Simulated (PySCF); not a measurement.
# Deuteron quadrupole couplings in `C#C[Si]1(C=C)CC=CC1`

Compound: C8H10Si.
SMILES with atom numbers: `[CH:1]#[C:2][Si:3]1([CH:4]=[CH2:5])[CH2:6][CH:7]=[CH:8][CH2:9]1` (hydrogens: H10 on C1; H11 on C4; H12, H13 on C5; H14, H15 on C6; H16 on C7; H17 on C8; H18, H19 on C9)

Cartesian coordinates in Å at the PBE0-D3(BJ)/def2-SVP level; atoms count from 1:
```
atom  x, y, z in Å
C1     1.508    2.755    0.289
C2     0.959    1.670    0.222
Si3    0.125    0.032    0.121
C4     1.437   -1.287   -0.018
C5     2.753   -1.052   -0.059
C6    -1.177   -0.030   -1.262
C7    -2.451   -0.295   -0.505
C8    -2.415   -0.397    0.832
C9    -1.099   -0.245    1.548
H10    1.988    3.716    0.349
H11    1.094   -2.330   -0.073
H12    3.489   -1.860   -0.146
H13    3.152   -0.032   -0.008
H14   -0.966   -0.820   -2.003
H15   -1.224    0.916   -1.829
H16   -3.397   -0.400   -1.050
H17   -3.329   -0.587    1.406
H18   -1.110    0.603    2.254
H19   -0.851   -1.138    2.147
```

Level: PBE0/pcSseg-1 (PySCF, non-relativistic); Q(2H) = 0.00286 b; rigid geometry, the same for H and D, with no vibrational averaging.

Problem. Rank these positions by the coupling χzz of a deuteron there, largest first.
A. H10 (alkyne hydrogen)
B. H15 (methylene hydrogen)
C. H12 (vinylic hydrogen)

Solution. A (228 kHz), C (202 kHz), B (196 kHz).

Problem. Give the electric field gradient Vzz (the principal value of largest size), its asymmetry and the 2H coupling at each hydrogen.

Solution. 
| atom | bonded to | bond length (Å) | Vzz (au) | η | χzz (kHz) |
| --- | --- | --- | --- | --- | --- |
| H10 | C1 | 1.076 | 0.3386 | 0.00 | 228 |
| H11 | C4 | 1.099 | 0.2984 | 0.04 | 201 |
| H12 | C5 | 1.096 | 0.3010 | 0.03 | 202 |
| H13 | C5 | 1.096 | 0.2954 | 0.04 | 199 |
| H14 | C6 | 1.104 | 0.2917 | 0.03 | 196 |
| H15 | C6 | 1.104 | 0.2917 | 0.03 | 196 |
| H16 | C7 | 1.096 | 0.3024 | 0.06 | 203 |
| H17 | C8 | 1.096 | 0.3022 | 0.06 | 203 |
| H18 | C9 | 1.104 | 0.2918 | 0.03 | 196 |
| H19 | C9 | 1.104 | 0.2917 | 0.03 | 196 |

Problem. Give the 2H NMR doublet splittings at H10 for a magnetic field along the z, y and x axes of the gradient: 3χ/2, 3χ(1 + η)/4, 3χ(1 − η)/4.

Solution. With |χ| = 227.6 kHz and η = 0.002: 341, 171 and 170 kHz, to first order and without motion.

The structure is a single PBE0-D3(BJ)/def2-SVP conformer in the gas phase; no vibrational or solvent corrections. The small basis limits the accuracy of the gradients.
